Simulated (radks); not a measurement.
Charge is removed step by step from the 2p level of Cd, starting from [Kr] 4d10 5s2. Method: scalar-relativistic Kohn-Sham, LDA (Slater exchange, Perdew-Wang correlation), spin-unpolarised, spherical densities, finite nucleus; Fermi nuclear charge, rms radius 4.6087 fm; computed with a radial shooting solver on a logarithmic mesh with Libxc functionals.

removed (e)  E - E(0) (eV)  eigenvalue (eV)  E minus straight line (eV)
0                    0.000          -3532.4                       0.000
0.25                886.29          -3564.7                     -12.229
0.5                 1780.7          -3597.2                     -16.354
0.75                2683.2          -3630.1                     -12.302
1                   3594.1          -3663.2                       0.000

Removing the whole electron costs 3594.1 eV by Delta-SCF, against 3532.4 eV from minus the eigenvalue at the starting occupation. Slater's transition state (half an electron removed) gives 3597.2 eV. Integrating minus the eigenvalue over the occupation (Janak's theorem) gives 3597.4 eV. In this scalar-relativistic scheme the density is built from large components alone, so the theorem holds only approximately. The mean slope of the eigenvalue, de/dn, is 131 eV per electron.
